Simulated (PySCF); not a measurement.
# 1-ethylpyrrole: 4 charge schemes on one density

Compound: 1-ethylpyrrole, C6H9N.
SMILES with atom numbers: `[CH3:1][CH2:2][n:3]1[cH:4][cH:5][cH:6][cH:7]1` (hydrogens: H8, H9, H10 on C1; H11, H12 on C2; H13 on C4; H14 on C5; H15 on C6; H16 on C7)

Geometry (PBE0-D3(BJ)/def2-SVP, Å), atoms numbered from 1 in this order:
```
atom  x, y, z in Å
C1    -2.214    0.128    0.533
C2    -1.403   -0.200   -0.710
N3     0.025   -0.124   -0.495
C4     0.783    1.009   -0.614
C5     2.072    0.713   -0.222
C6     2.088   -0.656    0.158
C7     0.808   -1.140   -0.019
H8    -3.292    0.056    0.322
H9    -1.977   -0.569    1.351
H10   -1.999    1.147    0.885
H11   -1.638   -1.214   -1.068
H12   -1.659    0.487   -1.531
H13    0.345    1.937   -0.977
H14    2.913    1.403   -0.220
H15    2.944   -1.230    0.509
H16    0.392   -2.132    0.150
```

Density: PBE0/pcSseg-1 (PySCF); schemes: Mulliken, IAO, Hirshfeld and ESP-fitted. Isolated species at its PBE0-D3(BJ)/def2-SVP geometry (one conformer only).

Task: Tabulate the Mulliken, IAO, Hirshfeld and ESP-fitted charges.

Result: In e:

```
atom                          environment  Mulliken     IAO  Hirshfeld  ESP-fitted
  C1                        methyl carbon    -0.279  -0.417     -0.117      -0.204
  C2         sp3 carbon bound to nitrogen    -0.031  -0.144     -0.005      +0.190
  N3                pyrrole-type nitrogen    -0.585  -0.065     -0.006      +0.055
  C4  aromatic CH next to a ring nitrogen    +0.143  -0.128     -0.042      -0.287
  C5                   aromatic CH carbon    -0.182  -0.222     -0.105      -0.204
  C6                   aromatic CH carbon    -0.182  -0.222     -0.105      -0.232
  C7  aromatic CH next to a ring nitrogen    +0.143  -0.128     -0.042      -0.261
  H8                      methyl hydrogen    +0.118  +0.142     +0.046      +0.047
  H9                      methyl hydrogen    +0.124  +0.145     +0.042      +0.069
 H10                      methyl hydrogen    +0.124  +0.145     +0.042      +0.069
 H11                   methylene hydrogen    +0.123  +0.146     +0.049      +0.012
 H12                   methylene hydrogen    +0.123  +0.146     +0.049      +0.012
 H13                    aromatic hydrogen    +0.097  +0.150     +0.051      +0.199
 H14                    aromatic hydrogen    +0.083  +0.151     +0.045      +0.169
 H15                    aromatic hydrogen    +0.083  +0.151     +0.045      +0.175
 H16                    aromatic hydrogen    +0.097  +0.150     +0.051      +0.191
```

Mean size of the charges over all atoms: IAO 0.166 e, Mulliken 0.157 e, ESP-fitted 0.149 e, Hirshfeld 0.053 e. Each set sums to the total charge, 0, to within 0.001 e. The Hirshfeld scheme weights the molecular density at each point by an atom's share of the summed free-atom densities.

Lowest charge. The schemes don't all agree: Mulliken N3 (-0.585); IAO C1 (-0.417); Hirshfeld C1 (-0.117); ESP-fitted C4 (-0.287).

Highest charge. The schemes don't all agree: Mulliken C4 and C7 (+0.143); IAO H14 and H15 (+0.151); Hirshfeld H13 and H16 (+0.051); ESP-fitted H13 (+0.199).

Task: How closely do the schemes follow one another over all atoms?

Result: Correlation coefficient and root-mean-square difference: IAO with Hirshfeld 0.96, 0.124 e; Hirshfeld with ESP-fitted 0.81, 0.128 e; IAO with ESP-fitted 0.72, 0.131 e; Mulliken with IAO 0.60, 0.171 e; Mulliken with Hirshfeld 0.56, 0.173 e; Mulliken with ESP-fitted 0.20, 0.235 e.

Task: How many electrons does the Mulliken scheme count on C5?

Result: Z − q = 6 − (-0.182) = 6.182.

Task: Sum the charges by element, for elements with more than one atom.

Result: 
```json
{"element": "C", "atoms": "6", "Mulliken": "-0.388", "IAO": "-1.262", "Hirshfeld": "-0.416", "ESP-fitted": "-0.998"}
{"element": "H", "atoms": "9", "Mulliken": "+0.974", "IAO": "+1.327", "Hirshfeld": "+0.422", "ESP-fitted": "+0.943"}
```

These values come from a run that also computed NMR shieldings. Time: 16 s wall. Hardware: one thread, Arm Neoverse V2 (shared host).
